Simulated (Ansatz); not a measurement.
Saddle point of Si2H7ClO, singlet (Si₂H₅Cl ([SiH3][SiH2][Cl]) + H₂O → Si₂H₆O ([OH][SiH2][SiH3]) + HCl; bonds formed: Si1–O7, Cl2–H6; bonds broken: Si1–Cl2, H6–O7), PBE0-D4/def2-TZVP structure:

Si1  (-0.198, -0.675, -0.131)
Cl2  (1.869, -0.514, -1.041)
H3  (-0.540, -1.807, -1.030)
H4  (-1.186, -0.955, 0.986)
Si5  (-0.807, 1.477, -0.796)
H6  (1.920, -1.042, 1.155)
O7  (1.017, -0.865, 1.468)
H8  (-0.079, 2.448, 0.067)
H9  (-0.452, 1.733, -2.215)
H10  (-2.270, 1.691, -0.604)
H11  (0.727, -1.491, 2.141)
(Å)

Energies are electronic, without zero-point energy. Barriers and step energies count from the start structure reached by relaxing down the imaginary mode; all methods use the PBE0-D4 structures, on which another method's saddle can fall below an end. Program: Ansatz 0.2.0. Basis: def2-TZVPP, with def2-QZVPP for the basis limit. Cores are frozen in the correlated methods. B3LYP uses VWN-RPA correlation. Extrapolation: Hartree–Fock as exp(−7.88 √X), correlation as X^−2.97.

```json
{"method": "SPW92", "barrier (eV)": "?", "step energy (eV)": "0.023"}
{"method": "PBE-D4", "barrier (eV)": "0.824", "step energy (eV)": "0.103"}
{"method": "BLYP-D4", "barrier (eV)": "0.917", "step energy (eV)": "0.031"}
{"method": "r2SCAN-D4", "barrier (eV)": "0.870", "step energy (eV)": "0.081"}
{"method": "B97M-V", "barrier (eV)": "?", "step energy (eV)": "0.079"}
{"method": "PBE0-D4", "barrier (eV)": "0.877", "step energy (eV)": "0.108"}
{"method": "B3LYP-D4", "barrier (eV)": "0.948", "step energy (eV)": "0.034"}
{"method": "r2SCAN0-D4", "barrier (eV)": "0.899", "step energy (eV)": "0.090"}
{"method": "BHLYP-D4", "barrier (eV)": "1.004", "step energy (eV)": "0.042"}
{"method": "CAM-B3LYP-D4", "barrier (eV)": "0.943", "step energy (eV)": "-0.010"}
{"method": "wB97X-V", "barrier (eV)": "0.948", "step energy (eV)": "0.076"}
{"method": "wB97M-V", "barrier (eV)": "?", "step energy (eV)": "0.111"}
{"method": "B2PLYP", "barrier (eV)": "0.964", "step energy (eV)": "0.019"}
{"method": "PBE-QIDH", "barrier (eV)": "0.919", "step energy (eV)": "0.088"}
{"method": "RPA on PBE", "barrier (eV)": "1.006", "step energy (eV)": "0.024"}
{"method": "HF", "barrier (eV)": "1.228", "step energy (eV)": "0.022"}
{"method": "MP2", "barrier (eV)": "0.956", "step energy (eV)": "0.061"}
{"method": "CCSD", "barrier (eV)": "1.027", "step energy (eV)": "0.035"}
{"method": "CCSD(T)", "barrier (eV)": "0.984", "step energy (eV)": "0.043"}
```

Fill in the withheld barriers. (To be estimated.)

Computed: SPW92 0.607; wB97M-V 0.898; B97M-V 0.889 eV. Each is the energy of the saddle less that of the start structure, by the same method.

For comparison, the barrier by CCSD(T) at an estimated basis limit (MP2 extrapolated from triple and quadruple zeta, plus CCSD(T) − MP2 in triple zeta) is 0.952 eV.

T1 diagnostic: at most 0.012.

The step is the kind of ligand exchange by which a precursor binds to a hydroxyl group, or is hydrolysed, in atomic layer deposition of oxides.

Labels in which every atom is bracketed show which atoms are joined, not bond orders.

For scale, one of the runs: CCSD(T)/def2-TZVPP, 255 basis functions, launched by `ansatz run in.yaml --threads 4 --pin off --events-out ev --progress --plain --max-ram 9574MiB`. The run took 3.5 min on 4 CPU threads of an Intel Xeon (shared host), with 5.2 GiB of host memory at its peak.
